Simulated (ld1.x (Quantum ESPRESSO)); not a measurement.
**Cutoff test, Cs (Z = 55), TM**

ld1.x (Quantum ESPRESSO) 7.5 input, shortened:

```
&input
   title='Cs', zed=55., rel=2, dft='PZ', iswitch=3,
   config='[Xe] 5d0 6s0.5 6p0', rel_dist='average'
 /
 &inputp
   pseudotype=2, tm=.true., lloc=0,
   nlcc=.true., new_core_ps=.true., rcore=2.65
 /
3
6P  2  1   0.00   0.00  4.00  4.00  0.0
5D  3  2   0.00   0.00  4.20  4.20  0.0
6S  1  0   0.50   0.00  4.20  4.20  0.0
 &test
   configts(1)='5d0 6s0.5 6p0'
 /
```

Open shells are filled in proportion to 2j + 1 (rel_dist='average').

The pseudo-atom Hamiltonian at the reference potential is diagonalised in spherical Bessel functions j_l(qr) that vanish at 20 bohr, with q² up to the cutoff. All-electron valence levels (Ry): 6p1/2 -0.1686, 6p3/2 -0.1595, 5d3/2 -0.1785, 5d5/2 -0.1736, 6s -0.2947.

Q: How do the lowest levels (Ry) of each channel move with the cutoff, and are there ghosts?

A:

| cutoff (Ry) | p1/2 #1 | p1/2 #2 | p3/2 #1 | p3/2 #2 | p3/2 #3 | d3/2 #1 | d5/2 #1 | d5/2 #2 | s #1 | s #2 | f #1 | Σ f·Δε (mRy) |
| --- | --- | --- | --- | --- | --- | --- | --- | --- | --- | --- | --- | --- |
| 8 | -21.2058 | -0.1684 | -4.9950 | -0.1587 | -0.0169 | -0.1782 | -0.1734 | -0.0260 | -0.2946 | -0.0678 | 0.0085 | 0.0 |
| 10 | -21.2305 | -0.1685 | -5.0836 | -0.1590 | -0.0171 | -0.1785 | -0.1736 | -0.0261 | -0.2947 | -0.0678 | 0.0085 | 0.0 |
| 400 | -21.3841 | -0.1685 | -5.2053 | -0.1594 | -0.0173 | -0.1785 | -0.1736 | -0.0261 | -0.2947 | -0.0678 | 0.0085 | 0.0 |

Result: ghost states, extra bound levels that the all-electron valence spectrum of the same l lacks: p1/2 at -290.9 eV, p3/2 at -70.8 eV (a true bound ghost makes a file unfit for plane-wave use); 10 mRy is reached at 6 Ry and 1 mRy at 6 Ry.
